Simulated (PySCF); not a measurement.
LDA on Ir⁻ (iridium, charge -1), [Xe] 4f14 5d8 6s2, high-spin 3F determinant. Computed with PySCF 2.14 in aug-cc-pVTZ-PP with ECP60MDF (6s6p5d3f2g, 88 functions), with a scalar-relativistic core potential.

```
cycle= 1 E= -104.299144467222  delta_E= -0.0176  |g|= 0.153  |ddm|= 0.611
cycle= 2 E= -104.26934384036  delta_E= 0.0298  |g|= 0.296  |ddm|= 0.308
cycle= 3 E= -104.308172939065  delta_E= -0.0388  |g|= 0.012  |ddm|= 0.243
cycle= 4 E= -104.30825784584  delta_E= -8.49e-05  |g|= 0.00489  |ddm|= 0.0246
cycle= 5 E= -104.308274261148  delta_E= -1.64e-05  |g|= 4.43e-05  |ddm|= 0.00667
cycle= 6 E= -104.308274263463  delta_E= -2.32e-09  |g|= 2.31e-06  |ddm|= 0.000109
cycle= 7 E= -104.308274263467  delta_E= -3.92e-12  |g|= 1.83e-07  |ddm|= 4.83e-06
converged SCF energy = -104.308274263467  <S^2> = 2.0107265  2S+1 = 3.0071425
```

Highest occupied orbital energy: 1.366 eV; ⟨L²⟩ = 12.02; populations by l: s 4.00, p 6.00, d 8.00, f 0.00.

(1) Can this result be used?

Answers

(1) With care. Self-consistency was reached. Energies and moments cover only the electrons outside the core potential. Spin-orbit coupling, absent here, splits the open shell strongly. At LDA the highest occupied level has a positive energy, so only the finite basis holds that electron; in a semilocal or global hybrid functional this comes from self-interaction and does not mean that the real anion is unbound.
